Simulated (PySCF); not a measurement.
Stick spectrum of a doublet radical in fast tumbling, microwave frequency 9.339 GHz, simulated to first order from computed parameters.

```
   328.31    1 ##############################
   328.48    1 ##############################
   330.05    1 ##############################
   330.22    1 ##############################
   331.19    1 ##############################
   331.36    1 ##############################
   332.92    1 ##############################
   333.09    1 ##############################
   333.36    1 ##############################
   333.53    1 ##############################
   335.09    1 ##############################
   335.26    1 ##############################
   336.23    1 ##############################
   336.40    1 ##############################
   337.97    1 ##############################
   338.14    1 ##############################
```
Columns: field (mT), relative intensity.

(1) Find the g value from the centre of the pattern.

(2) Take the pattern apart into splittings.

(3) The radical has the formula C5H5O2S. Propose a structure, and say which nuclei carry the couplings.

## Answers

(1) The pattern is symmetric about 333.23 mT, so g = hν/(μB·B0) = 9339/(13.99624 × 333.23) = 2.0024, a shift of +0.1 × 10⁻³ from the free-electron value.

(2) The first two lines at either end are about 0.17 mT apart, which is the smallest coupling, and their intensity ratio 1:1 counts the nuclei that share it. In full: a 1:1 doublet of 5.05 mT (141 MHz), from 1 nucleus of spin 1/2; a 1:1 doublet of 2.88 mT (81 MHz), from 1 nucleus of spin 1/2; a 1:1 doublet of 1.74 mT (49 MHz), from 1 nucleus of spin 1/2; a 1:1 doublet of 0.17 mT (5 MHz), from 1 nucleus of spin 1/2. Check: Σ 2nI·a is the distance from the first to the last line, 9.83 mT.

(3) The pattern alone needn't single out one isomer; the structure behind this simulation is `C#C[C@H]1C[CH]S1(=O)=O` [radical], numbered [CH:1]#[C:2][C@H:3]1[CH2:4][CH:5][S:6]1(=[O:7])=[O:8] (hydrogens: H9 on C1; H10 on C3; H11, H12 on C4; H13 on C5). 5.05 mT: 1H at H12 (β, 2 bonds from C5; computed sign +); 2.88 mT: 1H at H11 (β, 2 bonds from C5; computed sign +); 1.74 mT: 1H at H13 (α, 1 bond from C5; computed sign −); 0.17 mT: 1H at H10 (γ, 3 bonds from C5; computed sign −). The Mulliken spin populations are largest on C5 (+0.95), C4 (-0.08) and O8 (+0.06). C5 is the only atom above +0.15. The positive populations add up to 1.15 and the negative ones to -0.15, together 2S = 1. The angles at C5 add up to 349.5°, so it is slightly pyramidal.

Method used: PySCF 2.14.0, UKS B3LYP, pcH-1 on C H O S, non-relativistic, mean-field spin-orbit, GIAO. Geometry: GFN2-xTB; no solvent, vibrations or thermal averaging. The geometry wasn't refined by DFT: couplings that depend on bond lengths, twists or pyramidal angles can differ widely from those at the functional's own minimum. Stability of the SCF solution: not tested.

Rare isotopes and splittings under 0.04 mT were left out of the simulation.
